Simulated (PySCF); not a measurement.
AsF3, charge -1, doublet, geometry from GFN2-xTB (a state made from the parent by changing its charge; the spin is typed, not shown lowest). Base run: M062X/3-21G in PySCF.

Geometry (Å):
```xyz
4

F     -1.8171    -0.8906     0.0733
As     0.1336    -0.3075     0.0321
F      1.8960     0.7090    -0.0543
F     -0.5687     1.3092    -0.1367
```
Charge -1, spin multiplicity 2.
Orbitals are unrestricted.
All else is at PySCF's defaults.
Base energy -2523.03001 Eh.

Each row names what was changed in the base input (with any setting that the change needs).

```tsv
change	ΔE vs base (mEh)	grid points	electrons on the grid	outcome
base	0.000	63216	60.99999	converged
grids.atom_grid = (75, 302)	-0.575	55864	60.99994	converged
grids.level = 7	-0.059	353640	61.00000	converged
small_rho_cutoff = 0	0.000	63216	60.99999	converged
grids.prune = off	0.001	107016	60.99999	converged
grids.atom_grid = (150, 974)	-0.057	310240	61.00000	converged
grids.radi_method = delley	-0.157	67128	60.99999	converged
grids.atom_grid = (30, 110)	15.747	9832	60.99886	converged
grids.prune = dft.gen_grid.sg1_prune	-	-	-	input refused
grids.radi_method = mura_knowles	-0.037	60800	60.99999	converged
grids.level = 0	221.5	5712	60.97689	converged
```

Open shells are given as the SCF converged; they aren't shown to be the lowest states, and a large step between rows can be another state.

- grids.prune = dft.gen_grid.sg1_prune: ended with `IndexError: index 33 is out of bounds for axis 0 with size 19`
